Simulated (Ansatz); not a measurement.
A made-up structure of SiNH3Te, singlet:

N1  (-0.301, -0.961, -0.233)
Si2  (0.125, 0.713, 0.122)
Te3  (0.900, -1.578, 1.115)
H4  (-0.862, -1.414, -1.014)
H5  (-0.381, 1.465, -0.752)
H6  (0.520, 1.774, 0.762)
(Å)

It is relaxed with PBE-D4/def2-SVP and then PBE0-D4/def2-TZVP (Ansatz 0.2.0). Atoms count as bonded within 1.22 times the sum of their covalent radii (H–H: 0.88 Å). The end point is not checked to be a true minimum.

Question: Does its bonding change? (Judge from chemistry; the calculation decides.)

Answer: Computed: No: no bond forms or breaks.

Where it ends: The first stage lowers the energy by 4.03 eV in 12 steps. It ends as SiNH₃Te ([NH]1[SiH2][Te]1):
```json
{"atom": "N1", "x (Å)": "-0.7274", "y (Å)": "-0.8465", "z (Å)": "0.1784"}
{"atom": "Si2", "x (Å)": "0.1591", "y (Å)": "0.6356", "z (Å)": "0.0687"}
{"atom": "Te3", "x (Å)": "1.3349", "y (Å)": "-1.4212", "z (Å)": "0.5526"}
{"atom": "H4", "x (Å)": "-1.0039", "y (Å)": "-1.2574", "z (Å)": "-0.7087"}
{"atom": "H5", "x (Å)": "0.3406", "y (Å)": "1.2901", "z (Å)": "-1.2482"}
{"atom": "H6", "x (Å)": "-0.1033", "y (Å)": "1.5994", "z (Å)": "1.1572"}
```

Labels in which every atom is bracketed show which atoms are joined, not bond orders.

For scale, one of the runs: PBE0-D4/def2-TZVP relaxation, 136 basis functions, launched by `ansatz run in.yaml --threads 2 --pin off --events-out ev --progress --plain --max-ram 4352MiB`. The run took about 26 s on 2 CPU threads of an Arm Neoverse V2 (shared host).
